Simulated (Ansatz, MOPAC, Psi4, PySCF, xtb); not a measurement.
Donor–acceptor adduct: BH3 (SMILES B) (first 4 atoms) with H2S (SMILES S); geometry from B3LYP-D3(BJ)/def2-TZVP, rigid monomers moved along the line of their centres of mass till B1···S5 is 2.33 Å.
(charge 0, multiplicity 1):
```xyz
7

B     -0.449    -0.325     0.670
H      0.406    -0.887     0.038
H     -1.248    -1.057     1.191
H     -0.879     0.690     0.202
S      0.788     0.320     2.539
H     -0.041     1.162     3.184
H      1.552     1.326     2.074
```

```
level                                          interaction energy (meV)  minus CCSD(T)/CBS(aug-cc-pV(D+d)Z, aug-cc-pV(T+d)Z)  cost
---------------------------------------------  ------------------------  ---------------------------------------------------  ----
PM3                                                             -1704.5                                               -906.2     -
PM7                                                              -727.6                                                 70.8     -
GFN2-xTB                                                         -519.1                                                279.2     -
HF/aug-cc-pV(D+d)Z                                               -428.9                                                369.4     -
PBE/def2-TZVPPD                                                  -975.1                                               -176.7    ×1
PBE-D3(BJ)/def2-TZVPPD                                          -1029.7                                               -231.4    ×1
BP86/6-31G* (no counterpoise)                                    -900.7                                               -102.3     -
r2SCAN-D3(BJ)/def2-TZVPPD                                        -962.7                                               -164.4    ×2
B3LYP/3-21G (no counterpoise)                                    -874.0                                                -75.7     -
B3LYP/6-31G* (no counterpoise)                                   -766.4                                                 31.9     -
B3LYP/6-311+G** (no counterpoise)                                -744.7                                                 53.6     -
B3LYP/def2-TZVPPD                                                -755.3                                                 43.1    ×1
PBE0/def2-TZVPPD                                                 -917.7                                               -119.4    ×1
PBE0-D4/def2-TZVPPD                                              -961.9                                               -163.6    ×1
wB97X-V/def2-TZVPPD                                              -829.8                                                -31.4    ×3
wB97M-V/def2-TZVPPD                                              -844.1                                                -45.7    ×3
MP2/aug-cc-pV(T+d)Z                                              -806.9                                                 -8.6     -
CCSD/aug-cc-pV(D+d)Z                                             -658.0                                                140.4     -
CCSD(T)/CBS(aug-cc-pV(D+d)Z, aug-cc-pV(T+d)Z)                    -798.3                                                  0.0  ×40*
SAPT0/jun-cc-pV(D+d)Z                                            -714.6                                                 83.7     -
```

 The comparison column counts from a level with limits of its own.

The rows run from -1704.5 (PM3) to -428.9 meV (HF/aug-cc-pV(D+d)Z). The dispersion term adds -54.7 in PBE-D3(BJ), -44.2 in PBE0-D4. The 5 functionals in def2-TZVPPD without D3 or D4 span 219.8, from PBE to B3LYP.

Counterpoise-corrected where a basis set is named; no monomer relaxation. Rows marked so take none.

Cores are frozen in the correlated methods. CBS(a, b) extrapolates the correlation energy as X⁻³ and adds the Hartree–Fock energy of set b. Rows in 3-21G, 6-311+G**, 6-31G* carry no dispersion term and start afresh at each structure (6-31G* with six Cartesian d functions). The state that PM3, PM7 reach isn't checked; PM7 holds dispersion and hydrogen-bond terms.

Codes used: Ansatz (Gaussian basis) for Hartree–Fock, density functionals and correlated methods; MOPAC for PM3, PM7 (differences of heats of formation); Psi4 for SAPT; PySCF for 3-21G rows, 6-311+G** rows, 6-31G* rows, the dispersion terms; xtb for the GFN methods. Each number belongs to the level named beside it.

Costs are rough ratios of core time to PBE/def2-TZVPPD (about 5 s over the structures, on one shared machine); a dash marks a level with no comparable run of its own. A star marks coupled-cluster runs past 200 virtual orbitals, where the program's memory plan changes under this machine's limit, so their costs aren't comparable with smaller runs.

Ansatz is a first-principles code.
